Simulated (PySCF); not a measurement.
Br2GaHO.

```xyz
5

Ga     0.5588     0.0066     0.0000
Br    -0.5639    -1.9701     0.0000
Br    -0.5406     1.9792     0.0000
O      2.3258     0.0392     0.0000
H      2.7294    -0.8364     0.0000
```
Charge 0, spin multiplicity 1.

Geometry: PBE0-D3(BJ)/def2-SVP. The structure was generated by enumeration; whether it is a known compound was not checked. One conformer was computed; it need not be the lowest.

Computed with B3LYP/pcSseg-1 in PySCF. Non-relativistic, no solvent.

Computed absolute GIAO shielding of each atom: isotropic value and principal components (ppm):
```tsv
atom	σ(iso)	σ11	σ22	σ33	span
Ga1	1336.4	1104.4	1420.2	1484.5	380.2
Br2	2453.7	2110.7	2345.2	2905.2	794.5
Br3	2504.4	2185.0	2404.2	2924.2	739.2
O4	214.6	105.4	244.1	294.2	188.8
H5	28.3	20.7	23.7	40.5	19.8
```
